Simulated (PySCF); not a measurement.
Simulation results for CH4AlB, CH7AlBN, CH5Al2B, CH5B2 and others

Calculation on a computer-drawn molecule: the log of a Hartree-Fock and frozen-core CCSD(T) single point meant for a local Hartree-Fock minimum, with one planted fault or none, to be diagnosed. Offsets are logged minus clean, where the clean run is the same molecule without the fault. The reference is restricted for singlets and unrestricted otherwise, and also for a bond in bohr or an excited solution. Adding or removing an electron swaps singlet and doublet. The excited solution moves the top pair (singlet) or top alpha electron (doublet) to the lowest empty orbital. Highest occupied and lowest empty are orbital energies over both spins, largest force is the largest gradient component, triples share is (T) over the correlation energy, the T1 limit is 0.02 restricted and 0.045 unrestricted, electrons count all cores, a negative frequency is imaginary (commonest isotopes), and the dipole is about the centre of nuclear charge. Program: PySCF 2.14.0.

Common to all runs: meant charge 0; logged SCF converged yes; possible faults no fault, one electron removed, one electron added, multiplicity raised by two, geometry at a saddle point, SCF held on an excited solution, minimal basis STO-3G, one bond length entered in bohr, all coordinates scaled.

(1) 
```xyz
7
formula=CH4AlB meant_multiplicity=1 meant_basis=cc-pV(D+d)Z logged_electrons=28 logged_basis_functions=71 logged_spin_squared=0 logged_highest_occupied=-7.8626 logged_lowest_empty=0.99639 logged_largest_force=0.0089357 logged_T1_diagnostic=0.01512 logged_D1_diagnostic=0.042999 logged_triples_share=0.029222 logged_CC_converged=yes logged_dipole_magnitude=0.96994 logged_SCF_stable_within_its_kind=yes logged_energy_HF=-306.76773 logged_energy_CCSD(T)=-307.09776 planted_fault=all_coordinates_scaled,by_-1.2_% HF_energy_offset_from_clean_run=0.468 CCSD(T)_energy_offset_from_clean_run=0.989
B     -1.9812    -1.0789     0.8872
C     -0.9533    -0.9815     1.9894
Al    -0.9356    -2.5247     3.2821
H     -1.7355    -1.6386    -0.1356
H     -3.0901    -0.6713     1.0423
H     -1.0994    -0.1665     2.6941
H      0.0841    -1.0124     1.6655
```

Units: logged_highest_occupied, logged_lowest_empty in eV; logged_largest_force in hartree/bohr; logged_dipole_magnitude in debye; logged_energy_HF, logged_energy_CCSD(T) in hartree; HF_energy_offset_from_clean_run, CCSD(T)_energy_offset_from_clean_run in kcal/mol.

Drawn bonds:
```csv
atom,other atom,order
1,2,1
2,3,1
1,4,1
1,5,1
2,6,1
2,7,1
```

(2) 
```xyz
11
formula=CH7AlBN meant_multiplicity=1 meant_basis=cc-pV(D+d)Z logged_electrons=38 logged_basis_functions=31 logged_spin_squared=0 logged_highest_occupied=-7.0445 logged_lowest_empty=6.9865 logged_largest_force=0.04582 logged_T1_diagnostic=0.01253 logged_D1_diagnostic=0.053662 logged_triples_share=0.013074 logged_CC_converged=yes logged_dipole_magnitude=2.157 logged_SCF_stable_within_its_kind=yes logged_energy_HF=-358.56314 logged_energy_CCSD(T)=-358.78478 planted_fault=minimal_basis_STO-3G HF_energy_offset_from_clean_run=2758 CCSD(T)_energy_offset_from_clean_run=2957
B     -1.0427    -0.7921    -0.3588
C     -0.3646     0.5376    -0.0524
N     -1.1725     1.7282     0.1929
Al     0.9497     0.7093    -1.5747
H     -0.4124    -1.8156    -0.2892
H     -2.1811    -0.8374    -0.7552
H      0.3942     0.4045     0.7401
H     -2.1005     1.6057    -0.1723
H     -0.8024     2.5584    -0.2359
H      0.8104     1.9908    -2.4923
H      2.1668    -0.2835    -1.7311
```

Units: logged_highest_occupied, logged_lowest_empty in eV; logged_largest_force in hartree/bohr; logged_dipole_magnitude in debye; logged_energy_HF, logged_energy_CCSD(T) in hartree; HF_energy_offset_from_clean_run, CCSD(T)_energy_offset_from_clean_run in kcal/mol.

Drawn bonds:
```csv
atom,other atom,order
1,2,1
2,3,1
2,4,1
1,5,1
1,6,1
2,7,1
3,8,1
3,9,1
4,10,1
4,11,1
```

(3) 
```xyz
9
formula=CH5Al2B meant_multiplicity=1 meant_basis=cc-pV(D+d)Z logged_electrons=42 logged_basis_functions=99 logged_spin_squared=0 logged_highest_occupied=-4.7471 logged_lowest_empty=-2.6169 logged_largest_force=0.037168 logged_CC_converged=no logged_dipole_magnitude=1.2158 logged_SCF_stable_within_its_kind=no logged_energy_HF=-549.02336 planted_fault=SCF_held_on_an_excited_solution HF_energy_offset_from_clean_run=156.9
B     -1.6704    -1.0241    -0.2226
C     -0.1924    -1.4152    -0.3433
Al     0.0830    -2.6649    -1.9097
Al     0.8732     0.2143    -0.5156
H     -2.1968    -0.3202    -1.0529
H     -2.3603    -1.4101     0.6870
H      0.1745    -2.0243     0.4997
H      2.1201     0.4299     0.4331
H      0.5243     1.2912    -1.6192
```

Units: logged_highest_occupied, logged_lowest_empty in eV; logged_largest_force in hartree/bohr; logged_dipole_magnitude in debye; logged_energy_HF in hartree; HF_energy_offset_from_clean_run in kcal/mol.

Drawn bonds:
```csv
atom,other atom,order
1,2,1
2,3,1
2,4,1
1,5,1
1,6,1
2,7,1
4,8,1
4,9,1
```

Notes: CCSD not converged.

(4) 
```xyz
8
formula=CH5B2 meant_multiplicity=2 meant_basis=cc-pVDZ logged_electrons=21 logged_basis_functions=67 logged_spin_squared=0.8013 logged_highest_occupied=-4.4851 logged_lowest_empty=-2.9804 logged_largest_force=0.038391 logged_dipole_magnitude=2.2563 logged_SCF_stable_within_its_kind=no logged_energy_HF=-89.88572 planted_fault=SCF_held_on_an_excited_solution HF_energy_offset_from_clean_run=124.8
B      0.5204     0.6139     0.4700
C     -0.2693    -0.5247     1.1702
B     -1.2106    -1.5187     0.4381
H      0.0751     1.1405    -0.5134
H      1.5874     0.9722     0.8903
H     -0.0962    -0.6814     2.2350
H     -1.8163    -1.1685    -0.5382
H     -1.3345    -2.6490     0.8261
```

Units: logged_highest_occupied, logged_lowest_empty in eV; logged_largest_force in hartree/bohr; logged_dipole_magnitude in debye; logged_energy_HF in hartree; HF_energy_offset_from_clean_run in kcal/mol.

Drawn bonds:
```csv
atom,other atom,order
1,2,1
2,3,1
1,4,1
1,5,1
2,6,1
3,7,1
3,8,1
```

Notes: coupled-cluster numbers left out as unreliable.

(5) 
```xyz
7
formula=CH3B2O meant_multiplicity=2 meant_basis=cc-pVDZ logged_electrons=27 logged_basis_functions=23 logged_spin_squared=0.8018 logged_highest_occupied=-10.034 logged_lowest_empty=3.8614 logged_largest_force=0.023332 logged_T1_diagnostic=0.024305 logged_D1_diagnostic=0.091447 logged_triples_share=0.034571 logged_CC_converged=yes logged_dipole_magnitude=1.7392 logged_SCF_stable_within_its_kind=yes logged_energy_HF=-161.74183 logged_energy_CCSD(T)=-161.96697 planted_fault=minimal_basis_STO-3G HF_energy_offset_from_clean_run=1335 CCSD(T)_energy_offset_from_clean_run=1504
B     -1.1253     1.5882     0.8988
C     -0.5245     0.6639    -0.2050
B     -1.3541    -0.1947    -1.1584
O     -1.9961    -0.8652    -1.9031
H     -2.3115     1.6591     1.0428
H     -0.3962     2.2264     1.6015
H      0.5528     0.6026    -0.3317
```

Units: logged_highest_occupied, logged_lowest_empty in eV; logged_largest_force in hartree/bohr; logged_dipole_magnitude in debye; logged_energy_HF, logged_energy_CCSD(T) in hartree; HF_energy_offset_from_clean_run, CCSD(T)_energy_offset_from_clean_run in kcal/mol.

Drawn bonds:
```csv
atom,other atom,order
1,2,1
2,3,1
3,4,2
1,5,1
1,6,1
2,7,1
```

(6) 
```xyz
8
formula=CH4B2Cl meant_multiplicity=2 meant_basis=cc-pV(D+d)Z logged_electrons=38 logged_basis_functions=85 logged_spin_squared=0 logged_highest_occupied=-2.286 logged_lowest_empty=7.5152 logged_largest_force=0.066092 logged_T1_diagnostic=0.013553 logged_D1_diagnostic=0.051025 logged_triples_share=0.032999 logged_CC_converged=yes logged_dipole_magnitude=2.8895 logged_SCF_stable_within_its_kind=yes logged_energy_HF=-549.10084 logged_energy_CCSD(T)=-549.62548 planted_fault=one_electron_added HF_energy_offset_from_clean_run=-19.84 CCSD(T)_energy_offset_from_clean_run=-50.11
B     -2.6637     2.8902     0.0828
C     -1.4057     2.0189     0.3699
B     -1.1215     1.1438     1.6157
Cl    -2.2503     1.1021     2.9835
H     -3.1988     3.5140     0.9543
H     -3.1037     2.9485    -1.0331
H     -0.6402     1.9878    -0.4056
H     -0.1501     0.4579     1.7154
```

Units: logged_highest_occupied, logged_lowest_empty in eV; logged_largest_force in hartree/bohr; logged_dipole_magnitude in debye; logged_energy_HF, logged_energy_CCSD(T) in hartree; HF_energy_offset_from_clean_run, CCSD(T)_energy_offset_from_clean_run in kcal/mol.

Drawn bonds:
```csv
atom,other atom,order
1,2,1
2,3,1
3,4,1
1,5,1
1,6,1
2,7,1
3,8,1
```

(7) 
```xyz
9
formula=CH5B2O meant_multiplicity=2 meant_basis=cc-pVDZ logged_electrons=29 logged_basis_functions=81 logged_spin_squared=3.7673 logged_highest_occupied=-6.1152 logged_lowest_empty=-2.7618 logged_largest_force=0.067147 logged_T1_diagnostic=0.0402 logged_D1_diagnostic=0.23396 logged_triples_share=0.029913 logged_CC_converged=yes logged_dipole_magnitude=3.211 logged_SCF_stable_within_its_kind=yes logged_energy_HF=-164.79962 logged_energy_CCSD(T)=-165.32451 planted_fault=multiplicity_raised_by_two HF_energy_offset_from_clean_run=141.2 CCSD(T)_energy_offset_from_clean_run=138.5
B      0.4419     2.1335    -1.5832
C      0.1958     0.8770    -0.7010
B      1.2027    -0.3210    -0.5342
O      0.9735    -1.3560     0.3036
H     -0.3303     3.0538    -1.5758
H      1.4146     2.1985    -2.2842
H     -0.7453     0.8266    -0.1488
H      2.2287    -0.3613    -1.1547
H      0.1592    -1.3003     0.7812
```

Units: logged_highest_occupied, logged_lowest_empty in eV; logged_largest_force in hartree/bohr; logged_dipole_magnitude in debye; logged_energy_HF, logged_energy_CCSD(T) in hartree; HF_energy_offset_from_clean_run, CCSD(T)_energy_offset_from_clean_run in kcal/mol.

Drawn bonds:
```csv
atom,other atom,order
1,2,1
2,3,1
3,4,1
1,5,1
1,6,1
2,7,1
3,8,1
4,9,1
```

(8) 
```xyz
10
formula=C2H6BO meant_multiplicity=2 meant_basis=cc-pVDZ logged_electrons=31 logged_basis_functions=86 logged_spin_squared=1.5853 logged_highest_occupied=-9.8124 logged_lowest_empty=1.374 logged_largest_force=0.018091 logged_T1_diagnostic=0.033425 logged_D1_diagnostic=0.17165 logged_triples_share=0.026952 logged_CC_converged=yes logged_dipole_magnitude=1.6098 logged_SCF_stable_within_its_kind=yes logged_energy_HF=-178.57769 logged_energy_CCSD(T)=-179.1388
B     -1.0433     0.9712    -0.5185
C     -1.0077    -0.3688     2.0534
C     -1.3824     0.2063     3.3879
O     -1.6823     1.5677     3.3896
H     -1.4446     2.0960    -0.6373
H     -0.6656     0.3844    -1.4953
H     -0.7030    -1.4123     2.1121
H     -0.5453     0.0770     4.0783
H     -2.2107    -0.3849     3.8055
H     -2.4111     1.7325     2.8104
```

Units: logged_highest_occupied, logged_lowest_empty in eV; logged_largest_force in hartree/bohr; logged_dipole_magnitude in debye; logged_energy_HF, logged_energy_CCSD(T) in hartree.

Drawn bonds:
```csv
atom,other atom,order
1,2,1
2,3,1
3,4,1
1,5,1
1,6,1
2,7,1
3,8,1
3,9,1
4,10,1
```

**Q.** C2H6BO (entry 8): planted fault?
**A.** one bond length entered in bohr, row 1 of the drawn bonds

Further results for C2H6BO (entry 8):

- HF energy offset from clean run: 94.36 kcal/mol
- CCSD(T) energy offset from clean run: 111.2 kcal/mol
